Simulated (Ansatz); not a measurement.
A geometry relaxed with B3LYP-D3(BJ)/def2-TZVP run with Ansatz (a first-principles code), charge 0, multiplicity 1:

```xyz
6

H      2.1572    -0.4395    -0.0045
O     -1.6493    -0.2937     0.0179
H     -1.8461    -1.2314     0.0405
Al    -0.0782     0.3125    -0.0066
O      1.2457    -0.7348     0.0083
Cl     0.1707     2.3870    -0.0556
```

Question: Write the SMILES of this molecule.

Answer: `[OH][Al]([OH])[Cl]`
